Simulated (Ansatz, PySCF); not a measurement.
Molecule: sum formula BHF2, charge 0, multiplicity 1. 
Geometry from a B3LYP-D3(BJ)/def2-TZVP (Ansatz, an electronic-structure program) optimisation:
```
B
F 1 1.3177
F 1 1.3177 2 118.08
H 1 1.1868 2 120.96 3 -180.00
```
Charge 0, spin multiplicity 1.

PBE beside other levels, property by property. Correlated levels leave the core frozen unless marked. UHF or UKS for open shells. No spin-orbit coupling. No relativistic terms. CBS marks a two-point X^-3 extrapolation of the correlation energy; Hartree-Fock from the larger set. The bracket is a focal-point correction in the basis named. Rows marked 298 K are enthalpies with B3LYP-D3(BJ) harmonic zero-point and thermal terms. Atomisation energies are electronic, to ground-state atoms; the column to compare with has the core term from cc-pwCVTZ added, other frozen-core levels have none. Vertical energies are electronic, to the SCF solution reached for that spin. Frequencies are from Ansatz or PySCF. The coupled-cluster column (Ansatz) is a level with limits of its own: (a) RI-MP2/CBS(aug-cc-pVTZ,aug-cc-pVQZ)+[CCSD(T)-MP2]/aug-cc-pVTZ; (b) CCSD(T)/CBS(aug-cc-pVTZ,aug-cc-pVQZ); (c) CCSD(T)/CBS(cc-pVTZ,cc-pVQZ).

```
property                                                             SVWN5/def2-TZVPD (Ansatz)  PBE0/def2-TZVPD (Ansatz)  B2PLYP/def2-TZVPD (Ansatz)  coupled cluster
-------------------------------------------------------------------  -------------------------  ------------------------  --------------------------  ---------------
B-H bond dissociation enthalpy, 298 K, to F[B]F + H atom (kcal/mol)                      112.6                     103.6                       106.5        109.1 (c)
atomisation energy (kcal/mol)                                                            470.3                     406.6                       408.2        411.8 (b)
vertical ionisation energy to the doublet (eV)                                           13.70                     14.03                       14.16        14.56 (a)
vertical triplet-singlet gap (eV)                                                         7.24                      7.61                        7.98         8.26 (a)
B-F bond dissociation enthalpy, 298 K, to [BH]F + F atom (kcal/mol)                      196.2                     168.1                       170.7        174.4 (b)
```

What does PBE/def2-TZVPD (Ansatz) give for each property, and on which side of coupled cluster does it fall?


- B-H bond dissociation enthalpy, 298 K, to F[B]F + H atom: PBE lies 6.7 kcal/mol below coupled cluster; PBE gives 102.4 kcal/mol.
- atomisation energy: PBE lies 5.4 kcal/mol above coupled cluster; PBE gives 417.2 kcal/mol.
- vertical ionisation energy to the doublet: PBE lies 1.03 eV below coupled cluster; PBE gives 13.53 eV.
- vertical triplet-singlet gap: PBE lies 1.03 eV below coupled cluster; PBE gives 7.23 eV.
- B-F bond dissociation enthalpy, 298 K, to [BH]F + F atom: PBE lies 2.0 kcal/mol below coupled cluster; PBE gives 172.4 kcal/mol.
